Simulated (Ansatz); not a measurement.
Geometry optimisation of CH7ClOSiSn, SMILES `[CH3][SnH]([Cl])[O][SiH3]`.

```yaml
crystal:
  periodic: [false, false, false]
  atoms:
    - {symbol: C, position_ang: [-1.914156, 0.887473, -0.336086]}
    - {symbol: Sn, position_ang: [0.203439, 1.072460, -0.666868]}
    - {symbol: Cl, position_ang: [0.875035, 3.258130, -0.053974]}
    - {symbol: O, position_ang: [1.119340, -0.083134, 0.691572]}
    - {symbol: Si, position_ang: [1.365466, -1.727887, 0.821881]}
    - {symbol: H, position_ang: [-2.463237, 1.509086, -1.067703]}
    - {symbol: H, position_ang: [-2.204613, -0.174974, -0.444055]}
    - {symbol: H, position_ang: [-2.127892, 1.235538, 0.691553]}
    - {symbol: H, position_ang: [0.893563, 0.728000, -2.214495]}
    - {symbol: H, position_ang: [2.150685, -1.999113, 2.073646]}
    - {symbol: H, position_ang: [0.055229, -2.480001, 0.901033]}
    - {symbol: H, position_ang: [2.124141, -2.280878, -0.362504]}
basis:
  gaussian: {orbitals: def2-TZVP}
hamiltonian: {xc: pbe0, dispersion: d4}
relax: {f_tol: 0.005, max_steps: 150}
```

```sh
$ ansatz run in.yaml --threads 2 --pin off --events-out ev --progress --plain --max-ram 32768MiB --backend cuda --devices 0, --max-vram 18GiB
```

Output, abridged:

```
Functional definition: PBE0
mean field -29423.60046912 eV, -1081.2973732073 hartree, gradient 3.6e-5 eV, S^2 0.000000; 0 other end points of the search recorded, 0 dependent functions left out
relax step   1: F+E_penalty+E_count = -29423.85488627 eV  Δ(F+E_penalty+E_count) = +0.000e0 eV  max|allowed force component| = 7.077e-1 eV/Å  Δτ_max = 0.0000 Å  (29 SCF iters, accepted)
mean field -29423.68184246 eV, -1081.3003636227 hartree, gradient 2.2e-5 eV, S^2 0.000000; 0 other end points of the search recorded, 0 dependent functions left out
relax step   2: F+E_penalty+E_count = -29423.94200653 eV  Δ(F+E_penalty+E_count) = -8.712e-2 eV  max|allowed force component| = 6.763e-1 eV/Å  Δτ_max = 0.0898 Å  (31 SCF iters, accepted)
mean field -29423.69635254 eV, -1081.3008968582 hartree, gradient 1.9e-5 eV, S^2 0.000000; 0 other end points of the search recorded, 0 dependent functions left out
relax step   3: F+E_penalty+E_count = -29423.95597304 eV  Δ(F+E_penalty+E_count) = -1.397e-2 eV  max|allowed force component| = 2.547e-1 eV/Å  Δτ_max = 0.0247 Å  (32 SCF iters, accepted)
mean field -29423.69980591 eV, -1081.3010237673 hartree, gradient 1.8e-5 eV, S^2 0.000000; 0 other end points of the search recorded, 0 dependent functions left out
relax step   4: F+E_penalty+E_count = -29423.95888254 eV  Δ(F+E_penalty+E_count) = -2.909e-3 eV  max|allowed force component| = 3.751e-2 eV/Å  Δτ_max = 0.0419 Å  (31 SCF iters, accepted)
mean field -29423.70172888 eV, -1081.3010944351 hartree, gradient 1.8e-5 eV, S^2 0.000000; 0 other end points of the search recorded, 0 dependent functions left out
relax step   5: F+E_penalty+E_count = -29423.96009229 eV  Δ(F+E_penalty+E_count) = -1.210e-3 eV  max|allowed force component| = 1.026e-1 eV/Å  Δτ_max = 0.0400 Å  (31 SCF iters, accepted)
mean field -29423.70388296 eV, -1081.3011735958 hartree, gradient 1.9e-5 eV, S^2 0.000000; 0 other end points of the search recorded, 0 dependent functions left out
relax step   6: F+E_penalty+E_count = -29423.96131307 eV  Δ(F+E_penalty+E_count) = -1.221e-3 eV  max|allowed force component| = 1.125e-1 eV/Å  Δτ_max = 0.0681 Å  (30 SCF iters, accepted)
mean field -29423.70565336 eV, -1081.3012386571 hartree, gradient 2.0e-5 eV, S^2 0.000000; 0 other end points of the search recorded, 0 dependent functions left out
relax step   7: F+E_penalty+E_count = -29423.96199855 eV  Δ(F+E_penalty+E_count) = -6.855e-4 eV  max|allowed force component| = 6.271e-2 eV/Å  Δτ_max = 0.0861 Å  (30 SCF iters, accepted)
mean field -29423.70622083 eV, -1081.3012595111 hartree, gradient 1.8e-5 eV, S^2 0.000000; 0 other end points of the search recorded, 0 dependent functions left out
relax step   8: F+E_penalty+E_count = -29423.96259166 eV  Δ(F+E_penalty+E_count) = -5.931e-4 eV  max|allowed force component| = 5.045e-2 eV/Å  Δτ_max = 0.0110 Å  (32 SCF iters, accepted)
mean field -29423.70840481 eV, -1081.3013397709 hartree, gradient 2.1e-5 eV, S^2 0.000000; 0 other end points of the search recorded, 0 dependent functions left out
relax step   9: F+E_penalty+E_count = -29423.96443792 eV  Δ(F+E_penalty+E_count) = -1.846e-3 eV  max|allowed force component| = 9.862e-2 eV/Å  Δτ_max = 0.0828 Å  (30 SCF iters, accepted)
mean field -29423.70955341 eV, -1081.3013819813 hartree, gradient 1.2e-5 eV, S^2 0.000000; 0 other end points of the search recorded, 0 dependent functions left out
relax step  10: F+E_penalty+E_count = -29423.96484314 eV  Δ(F+E_penalty+E_count) = -4.052e-4 eV  max|allowed force component| = 4.642e-1 eV/Å  Δτ_max = 0.1964 Å  (31 SCF iters, accepted)
mean field -29423.71368754 eV, -1081.3015339076 hartree, gradient 1.9e-5 eV, S^2 0.000000; 0 other end points of the search recorded, 0 dependent functions left out
relax step  11: F+E_penalty+E_count = -29423.96909333 eV  Δ(F+E_penalty+E_count) = -4.250e-3 eV  max|allowed force component| = 2.667e-1 eV/Å  Δτ_max = 0.0322 Å  (31 SCF iters, accepted)
mean field -29423.71948271 eV, -1081.3017468762 hartree, gradient 2.3e-5 eV, S^2 0.000000; 0 other end points of the search recorded, 0 dependent functions left out
relax step  12: F+E_penalty+E_count = -29423.97562952 eV  Δ(F+E_penalty+E_count) = -6.536e-3 eV  max|allowed force component| = 6.813e-2 eV/Å  Δτ_max = 0.0950 Å  (30 SCF iters, accepted)
mean field -29423.72357365 eV, -1081.3018972154 hartree, gradient 1.2e-5 eV, S^2 0.000000; 0 other end points of the search recorded, 0 dependent functions left out
relax step  13: F+E_penalty+E_count = -29423.97999476 eV  Δ(F+E_penalty+E_count) = -4.365e-3 eV  max|allowed force component| = 1.622e-1 eV/Å  Δτ_max = 0.1725 Å  (30 SCF iters, accepted)
mean field -29423.72704500 eV, -1081.3020247851 hartree, gradient 1.9e-5 eV, S^2 0.000000; 0 other end points of the search recorded, 0 dependent functions left out
relax step  14: F+E_penalty+E_count = -29423.98412387 eV  Δ(F+E_penalty+E_count) = -4.129e-3 eV  max|allowed force component| = 1.064e-1 eV/Å  Δτ_max = 0.0494 Å  (30 SCF iters, accepted)
mean field -29423.73130893 eV, -1081.3021814817 hartree, gradient 2.2e-5 eV, S^2 0.000000; 0 other end points of the search recorded, 0 dependent functions left out
relax step  15: F+E_penalty+E_count = -29423.98882683 eV  Δ(F+E_penalty+E_count) = -4.703e-3 eV  max|allowed force component| = 1.263e-1 eV/Å  Δτ_max = 0.0872 Å  (30 SCF iters, accepted)
mean field -29423.73464798 eV, -1081.3023041895 hartree, gradient 2.6e-5 eV, S^2 0.000000; 0 other end points of the search recorded, 0 dependent functions left out
relax step  16: F+E_penalty+E_count = -29423.99285284 eV  Δ(F+E_penalty+E_count) = -4.026e-3 eV  max|allowed force component| = 2.315e-1 eV/Å  Δτ_max = 0.1283 Å  (30 SCF iters, accepted)
mean field -29423.73756497 eV, -1081.3024113869 hartree, gradient 2.4e-5 eV, S^2 0.000000; 0 other end points of the search recorded, 0 dependent functions left out
relax step  17: F+E_penalty+E_count = -29423.99624230 eV  Δ(F+E_penalty+E_count) = -3.389e-3 eV  max|allowed force component| = 1.687e-1 eV/Å  Δτ_max = 0.0980 Å  (31 SCF iters, accepted)
[...]
mean field -29423.75039992 eV, -1081.3028830628 hartree, gradient 1.7e-5 eV, S^2 0.000000; 0 other end points of the search recorded, 0 dependent functions left out
relax step  26: F+E_penalty+E_count = -29424.01313197 eV  Δ(F+E_penalty+E_count) = -7.073e-4 eV  max|allowed force component| = 1.856e-2 eV/Å  Δτ_max = 0.0296 Å  (31 SCF iters, accepted)
mean field -29423.75008850 eV, -1081.3028716184 hartree, gradient 1.8e-5 eV, S^2 0.000000; 0 other end points of the search recorded, 0 dependent functions left out
relax step  27: F+E_penalty+E_count = -29424.01319493 eV  Δ(F+E_penalty+E_count) = -6.296e-5 eV  max|allowed force component| = 7.563e-2 eV/Å  Δτ_max = 0.0518 Å  (30 SCF iters, accepted)
mean field -29423.75031888 eV, -1081.3028800844 hartree, gradient 1.7e-5 eV, S^2 0.000000; 0 other end points of the search recorded, 0 dependent functions left out
relax step  28: F+E_penalty+E_count = -29424.01356160 eV  Δ(F+E_penalty+E_count) = -3.667e-4 eV  max|allowed force component| = 8.646e-2 eV/Å  Δτ_max = 0.0288 Å  (31 SCF iters, accepted)
mean field -29423.75019484 eV, -1081.3028755262 hartree, gradient 1.7e-5 eV, S^2 0.000000; 0 other end points of the search recorded, 0 dependent functions left out
relax step  29: F+E_penalty+E_count = -29424.01376019 eV  Δ(F+E_penalty+E_count) = -1.986e-4 eV  max|allowed force component| = 5.067e-2 eV/Å  Δτ_max = 0.0105 Å  (32 SCF iters, accepted)
mean field -29423.75073531 eV, -1081.3028953881 hartree, gradient 1.7e-5 eV, S^2 0.000000; 0 other end points of the search recorded, 0 dependent functions left out
relax step  30: F+E_penalty+E_count = -29424.01393388 eV  Δ(F+E_penalty+E_count) = -1.737e-4 eV  max|allowed force component| = 2.698e-2 eV/Å  Δτ_max = 0.0228 Å  (32 SCF iters, accepted)
mean field -29423.75062111 eV, -1081.3028911912 hartree, gradient 1.7e-5 eV, S^2 0.000000; 0 other end points of the search recorded, 0 dependent functions left out
relax step  31: F+E_penalty+E_count = -29424.01405621 eV  Δ(F+E_penalty+E_count) = -1.223e-4 eV  max|allowed force component| = 6.896e-3 eV/Å  Δτ_max = 0.0230 Å  (31 SCF iters, accepted)
mean field -29423.75025997 eV, -1081.3028779198 hartree, gradient 1.9e-5 eV, S^2 0.000000; 0 other end points of the search recorded, 0 dependent functions left out
relax step  32: F+E_penalty+E_count = -29424.01411894 eV  Δ(F+E_penalty+E_count) = -6.273e-5 eV  max|allowed force component| = 3.741e-2 eV/Å  Δτ_max = 0.0564 Å  (30 SCF iters, accepted)
mean field -29423.75027179 eV, -1081.3028783539 hartree, gradient 1.7e-5 eV, S^2 0.000000; 0 other end points of the search recorded, 0 dependent functions left out
relax step  33: F+E_penalty+E_count = -29424.01418536 eV  Δ(F+E_penalty+E_count) = -6.642e-5 eV  max|allowed force component| = 1.382e-2 eV/Å  Δτ_max = 0.0096 Å  (32 SCF iters, accepted)
mean field -29423.75026574 eV, -1081.3028781317 hartree, gradient 1.7e-5 eV, S^2 0.000000; 0 other end points of the search recorded, 0 dependent functions left out
relax step  34: F+E_penalty+E_count = -29424.01422517 eV  Δ(F+E_penalty+E_count) = -3.980e-5 eV  max|allowed force component| = 7.669e-3 eV/Å  Δτ_max = 0.0094 Å  (32 SCF iters, accepted)
mean field -29423.75013670 eV, -1081.3028733896 hartree, gradient 1.7e-5 eV, S^2 0.000000; 0 other end points of the search recorded, 0 dependent functions left out
relax step  35: F+E_penalty+E_count = -29424.01425517 eV  Δ(F+E_penalty+E_count) = -3.000e-5 eV  max|allowed force component| = 1.141e-2 eV/Å  Δτ_max = 0.0312 Å  (31 SCF iters, accepted)
mean field -29423.75002324 eV, -1081.3028692198 hartree, gradient 1.7e-5 eV, S^2 0.000000; 0 other end points of the search recorded, 0 dependent functions left out
relax step  36: F+E_penalty+E_count = -29424.01428776 eV  Δ(F+E_penalty+E_count) = -3.259e-5 eV  max|allowed force component| = 7.099e-3 eV/Å  Δτ_max = 0.0267 Å  (31 SCF iters, accepted)
mean field -29423.74990902 eV, -1081.3028650226 hartree, gradient 1.7e-5 eV, S^2 0.000000; 0 other end points of the search recorded, 0 dependent functions left out
relax step  37: F+E_penalty+E_count = -29424.01429613 eV  Δ(F+E_penalty+E_count) = -8.379e-6 eV  max|allowed force component| = 5.406e-3 eV/Å  Δτ_max = 0.0126 Å  (32 SCF iters, accepted)
mean field -29423.74990670 eV, -1081.3028649371 hartree, gradient 1.9e-5 eV, S^2 0.000000; 0 other end points of the search recorded, 0 dependent functions left out
relax step  38: F+E_penalty+E_count = -29424.01431143 eV  Δ(F+E_penalty+E_count) = -1.530e-5 eV  max|allowed force component| = 3.517e-3 eV/Å  Δτ_max = 0.0019 Å  (23 SCF iters, accepted)
mean field -29423.74986232 eV, -1081.3028633064 hartree, gradient 1.7e-5 eV, S^2 0.000000; 0 other end points of the search recorded, 0 dependent functions left out
relax step  39: F+E_penalty+E_count = -29424.01432080 eV  Δ(F+E_penalty+E_count) = -9.369e-6 eV  max|allowed force component| = 3.416e-3 eV/Å  Δτ_max = 0.0082 Å  (31 SCF iters, accepted)
mean field -29423.74980454 eV, -1081.3028611829 hartree, gradient 1.7e-5 eV, S^2 0.000000; 0 other end points of the search recorded, 0 dependent functions left out
relax step  40: F+E_penalty+E_count = -29424.01433115 eV  Δ(F+E_penalty+E_count) = -1.035e-5 eV  max|allowed force component| = 4.698e-3 eV/Å  Δτ_max = 0.0135 Å  (32 SCF iters, accepted)
mean field -29423.74975390 eV, -1081.3028593220 hartree, gradient 1.7e-5 eV, S^2 0.000000; 0 other end points of the search recorded, 0 dependent functions left out
relax step  41: F+E_penalty+E_count = -29424.01434191 eV  Δ(F+E_penalty+E_count) = -1.076e-5 eV  max|allowed force component| = 5.377e-3 eV/Å  Δτ_max = 0.0182 Å  (32 SCF iters, accepted)
mean field -29423.74977385 eV, -1081.3028600549 hartree, gradient 1.7e-5 eV, S^2 0.000000; 0 other end points of the search recorded, 0 dependent functions left out
relax step  42: F+E_penalty+E_count = -29424.01434813 eV  Δ(F+E_penalty+E_count) = -6.222e-6 eV  max|allowed force component| = 3.405e-3 eV/Å  Δτ_max = 0.0102 Å  (32 SCF iters, accepted)
mean field -29423.74977385 eV, -1081.3028600549 hartree, gradient 3.0e-5 eV, S^2 0.000000; 1 other end points of the search recorded, 0 dependent functions left out
Total energy: -29424.01438839 eV, -1081.3125844600 hartree
Atom 0 at    -2.047317     1.246055    -0.329900 Å, force    -0.001011     0.001843     0.003005 eV/Å
Atom 1 at    -0.078602     0.659019    -0.826381 Å, force     0.000536    -0.000184    -0.001465 eV/Å
Atom 2 at     1.421924     2.190478     0.091917 Å, force    -0.000727    -0.000011     0.000281 eV/Å
Atom 3 at     0.247652    -1.009339     0.130435 Å, force    -0.000731     0.000706    -0.000494 eV/Å
Atom 4 at     1.525114    -1.720081     0.860815 Å, force     0.003116    -0.000286     0.003172 eV/Å
Atom 5 at    -2.282905     2.198472    -0.803286 Å, force     0.000607    -0.002054     0.000700 eV/Å
Atom 6 at    -2.748823     0.482372    -0.665173 Å, force     0.001093     0.000621     0.000447 eV/Å
Atom 7 at    -2.106975     1.349242     0.752844 Å, force    -0.000447    -0.000175    -0.003405 eV/Å
Atom 8 at     0.381640     0.419385    -2.446561 Å, force    -0.000303    -0.000002    -0.000309 eV/Å
Atom 9 at     1.789544    -1.118679     2.195825 Å, force    -0.000578    -0.001485    -0.001428 eV/Å
Atom 10 at     1.215110    -3.163341     1.036040 Å, force     0.000452     0.001987    -0.000884 eV/Å
Atom 11 at     2.760637    -1.588884     0.037423 Å, force    -0.002007    -0.000961     0.000380 eV/Å
Dipole moment:    -0.563733     0.076088    -0.335149 e Å
```

It took 2.2 min on 2 threads of an AMD EPYC 7R13 on a shared host and a share of an NVIDIA H100 80 GB, with 0.89 GiB of host memory at the peak.
